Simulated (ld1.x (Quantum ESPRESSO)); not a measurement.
## What the settings do to the TM potential of rubidium

Base potential:

rubidium (Rb), norm-conserving Troullier–Martins (Kleinman–Bylander form), made with ld1.x (Quantum ESPRESSO) 7.5 (LDA (PZ), fully relativistic). Core [Ar] 3d10, reference 4s2 4p6 4d0 5s0 5p1. Waves: 4s (bound): rc 2.20 bohr; 4p (bound): rc 1.75 bohr; 4d (bound, empty): rc 4.20 bohr. Local part: all-electron potential smoothed inside 1.55 bohr (lloc = -1). Core correction: a·sin(br)/r model core, default radius (core density twice the valence density).

Open shells are filled in proportion to 2j + 1 (rel_dist='average').

Occupied shells without a wave of their own: 5p. They enter only through the test configuration that unscreens the potential, and ld1.x also counts them in the model core charge.

All-electron outer shells of the reference configuration (LDA (PZ), scalar-relativistic, ld1.x):

```csv
shell,level (eV),outermost node (bohr),outermost maximum (bohr)
3p,-226.00,0.19,0.44
3d,-105.69,–,0.39
4s,-33.43,0.62,1.25
4p,-17.47,0.64,1.42
5s,-3.05,1.78,4.11
5p,-1.37,2.18,6.06
4d,-0.68,0.70,4.55
```

Cutoffs, loose and tight: the cutoffs (Ry, on a coarse ladder) from which the occupation-weighted sum of valence levels, in a spherical-Bessel basis at the reference potential, stays within 10 and 1 mRy of its value at 400 Ry. They do not see the model core or the augmentation charge, which bear on the density cutoff. Test errors are all-electron minus pseudo excitation energies from the reference, over the configurations 4s2 4p6 4d0 5s1 5p0; 4s2 4p6 4d0 5s0 5p0; 4s2 4p6 4d0 5s0.5 5p0; 4s2 4p6 4d0.5 5s0.5 5p0; 4s2 4p6 4d1 5s0 5p0; 4s2 4p5 4d0 5s1 5p0; 4s1 4p6 4d0 5s1 5p0. A dash means not determined; rows that change the core or the reference have their own tests.

With those shells counted twice in exchange and correlation these files are broken, and their errors move erratically; no question is asked of them.

Cutoffs are not given where the Bessel-basis levels miss the radial ones by over 6 mRy, ghosts where they miss by over 20 mRy; a channel whose overlap is not positive is not tested.

The default core radius of the base comes out at 0.93 bohr.

```tsv
change	outcome	cutoff, loose	cutoff, tight	bound ghosts	largest test error (meV)
base	generated	–	–	not determined	+581
local potential all-electron potential smoothed inside 3.42 bohr (lloc = -1)	generated	35 Ry	60 Ry	none	-186
scalar-relativistic	generated	35 Ry	60 Ry	none	+575
wave 4s (bound): rc 2.20 bohr becomes 4s (bound): rc 1.84 bohr	generated	–	–	not determined	-232
local potential all-electron potential smoothed inside 3.60 bohr (lloc = -1)	generated	35 Ry	60 Ry	none	-228
all radii but the core radius scaled by about 0.84 (s 1.84, p 1.46, d 3.52 bohr); local potential all-electron potential smoothed inside 1.30 bohr (lloc = -1)	generated	–	–	not determined	+1668
core correction a·sin(br)/r model core inside 0.66 bohr	generated	–	–	not determined	+581
wave 4p (bound): rc 1.75 bohr becomes 4p (bound): rc 1.54 bohr	generated	–	–	not determined	+580
```
